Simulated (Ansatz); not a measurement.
`[NH2][Nb](=[O])([OH])[Cl]` + HCl → `[NH2][Nb](=[O])([Cl])[Cl]` + H₂O at 400 K and 1 bar (ligand exchange at the Nb–O bond).

Program: Ansatz. Geometries: PBE0-D4/def2-TZVP. ΔE: electronic, gas phase. CCSD(T)/CBS is the MP2 limit (def2-TZVPP, def2-QZVPP) plus CCSD(T) − MP2 in def2-TZVPP, frozen cores. This one scheme is used for every species. def2 core potentials past Kr. For Nb outer-core shells are correlated without core-valence functions, which leaves a few kJ/mol of doubt a bond. One conformer a species, not always the lowest.

| species | CCSD(T)/CBS energy (Eh) | H − E (kJ/mol) | S (J/(mol·K)) |
| --- | --- | --- | --- |
| `[NH2][Nb](=[O])([OH])[Cl]` | -723.76288 | 147.3 | 399.9 |
| HCl | -460.38127 | 29.6 | 195.4 |
| `[NH2][Nb](=[O])([Cl])[Cl]` | -1107.78178 | 115.3 | 396.4 |
| H₂O | -76.37941 | 69.8 | 198.6 |

H − E and S are ideal-gas, rigid-rotor, harmonic terms from PBE0-D4/def2-TZVP, for one conformer and one mirror image of each species. 1 Eh = 2625.50 kJ/mol, R = 8.31446 J/(mol·K).

**Question.** By hand: ΔE, ΔH, ΔS and ΔG.

**Answer.** ΔE = (-1107.78178) + (-76.37941) − (-723.76288) − (-460.38127) = -0.01704 Eh = -44.7 kJ/mol. Δ(H − E) = 115.3 + 69.8 − 147.3 − 29.6 = 8.2, so ΔH = -36.5 kJ/mol. ΔS = 396.4 + 198.6 − 399.9 − 195.4 = -0.3 J/(mol·K). ΔG = -36.5 − 400 × (-0.3)/1000 = -36.4 kJ/mol.

**Question.** By hand: the equilibrium constant, and the temperature at which ΔG would vanish if ΔH and ΔS stayed fixed.

**Answer.** log₁₀ K = −ΔG/(RT ln 10) = 4.8. ΔG = 0 at ΔH/ΔS = 121667 K, far beyond where these terms or the molecules hold.

The number of gas molecules stays the same, so ΔS is small and ΔH decides. A doubt of 5 kJ/mol in ΔE shifts log₁₀ K by 0.7 here. Other conformers and mirror images would add mixing entropy, several J/(mol·K) or more a flexible species. These are equilibria of isolated gas molecules and say nothing of rates. Largest T1 diagnostic: 0.022 (customary marks: 0.02 for closed shells, 0.045 for open ones).
